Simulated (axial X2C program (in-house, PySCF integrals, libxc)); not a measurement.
## ZrS⁻: properties at the nuclei

Computed with an in-house all-electron X2C program for linear molecules (integrals from PySCF): two-component X2C with atomic mean-field Coulomb and Gaunt terms, Gaussian nuclei, basis Zr dyall-acv3z, S dyall-av3z with contracted cores.

R = 2.235 Å (near the PBE0 minimum at charge -1 of the determinant lowest at the starting distance; the state shown can have its own minimum elsewhere).

Input and command:
```json
{"zs": [40, 16], "q": -1, "bas": ["dyall-acv3z", "dyall-av3z"], "r0": 2.21, "levels": ["PBE0", "HF", "PBE", "BHandHLYP", "LDA"], "nst": 3}
```
```bash
python soeom.py task.json out
```

Keys: zs atomic numbers; q charge; bas basis sets; r0 starting distance in Å; levels methods; nst determinants followed.

Determinant lowest in the PBE0 search, Ω = 3/2 (⟨Sz⟩ = -0.50, ⟨Lz⟩ = 2.00 at PBE0), spin on the atoms Zr -0.56, S 0.06:

```csv
level,Eeff magnitude (GV/cm),Ws magnitude Zr (kHz),A∥/gI Zr (MHz),qzz Zr (a.u.),A∥/gI S (MHz),qzz S (a.u.)
PBE0,0.972,0.308,112,-1.44,1.95,-0.61
HF,3.45,1.2,87.1,-1.24,-1.93,-0.80
PBE,0.65,0.205,161,-1.34,2.44,-0.57
BHandHLYP,1.19,0.392,172,-1.47,2.88,-0.62
LDA,0.26,0.0856,218,-1.27,3.44,-0.59
```

Determinant 0.62 eV from it at PBE0 and this distance, Ω = 1/2 (⟨Sz⟩ = -0.50, ⟨Lz⟩ = 1.00 at PBE0), spin on the atoms Zr -0.47, S -0.03:

```json
{"level": "PBE0", "Eeff magnitude (GV/cm)": "0.634", "Ws magnitude Zr (kHz)": "0.734", "A∥/gI Zr (MHz)": "642", "qzz Zr (a.u.)": "-2.89", "A∥/gI S (MHz)": "85.7", "qzz S (a.u.)": "-0.55"}
{"level": "HF", "Eeff magnitude (GV/cm)": "0.0753", "Ws magnitude Zr (kHz)": "0.157", "A∥/gI Zr (MHz)": "1090", "qzz Zr (a.u.)": "-3.65", "A∥/gI S (MHz)": "3.6", "qzz S (a.u.)": "-0.84"}
{"level": "PBE", "Eeff magnitude (GV/cm)": "0.468", "Ws magnitude Zr (kHz)": "0.569", "A∥/gI Zr (MHz)": "551", "qzz Zr (a.u.)": "-2.84", "A∥/gI S (MHz)": "99.5", "qzz S (a.u.)": "-0.52"}
{"level": "BHandHLYP", "Eeff magnitude (GV/cm)": "0.323", "Ws magnitude Zr (kHz)": "0.442", "A∥/gI Zr (MHz)": "601", "qzz Zr (a.u.)": "-3.05", "A∥/gI S (MHz)": "63.6", "qzz S (a.u.)": "-0.61"}
{"level": "LDA", "Eeff magnitude (GV/cm)": "0.171", "Ws magnitude Zr (kHz)": "0.302", "A∥/gI Zr (MHz)": "433", "qzz Zr (a.u.)": "-2.87", "A∥/gI S (MHz)": "105", "qzz S (a.u.)": "-0.55"}
```

Eeff is the effective electric field on the electron electric dipole moment in this Ω state and Ws the scalar–pseudoscalar constant of the nucleus named (defined with the proton number Z and per Ω); A∥ (defined per Ω) follows by multiplying with gI = μI/(I μN); qzz is the electric field gradient, eQq0 = 234.96 MHz × Q/barn × qzz. The operators were transformed with the bare-nucleus X2C matrices; with these basis sets, hyperfine constants and field gradients can be off by tens of per cent, and where levels differ in sign neither size nor sign is settled.

Task: With Q(91Zr) = -0.176 barn, Q(33S) = -0.0694 barn (Q from Pyykkö, Mol. Phys. 2018), turn the PBE0 values of the first state into constants in MHz.

Result: eQq0(91Zr) = 234.96 × (-0.176) × (-1.44) = 59.5 MHz; eQq0(33S) = 234.96 × (-0.0694) × (-0.61) = 9.95 MHz.

Each state is one determinant with collinear spin. Unrestricted Hartree–Fock can overshoot spin polarisation at the nuclei. In the state Ω = 1/2 the sign of Eeff differs between levels (HF against PBE0). For an anion, determinants above electron detachment, or with a positive highest level, are held by the basis set. Where Eeff spreads by more than a factor of two the levels disagree and none is to be relied on. The search compared states at one distance, so a state with another bond length can lie lower. The sign of Ws at Zr differs between levels in the second state. Further determinants of the search, some of them spin-mixed, are not shown. Where a field gradient or hyperfine factor spreads by more than a factor of two over the levels, a constant derived from it is not to be relied on. PBE0 term energies can be off by some tenths of an eV.
